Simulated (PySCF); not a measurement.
C2H4ClNSi, SMILES Cl[Si@H]1C=NC1.

Coordinates come from a PBE0-D3(BJ)/def2-SVP optimisation. The structure was generated by enumeration; whether it is a known compound was not checked.

Method: SMD-PBE0/6-31G* (PySCF).

Solvation free energies are E(SMD) − E(gas) at the gas-phase geometry, for 1 M in both phases. In vacuum the dipole moment is 1.02 D.

Question: Rank water, diethylether, dimethylsulfoxide by solvation free energy, most negative first.

Answer: diethylether (-3.7 kcal/mol), dimethylsulfoxide (-3.0 kcal/mol), water (-2.0 kcal/mol)
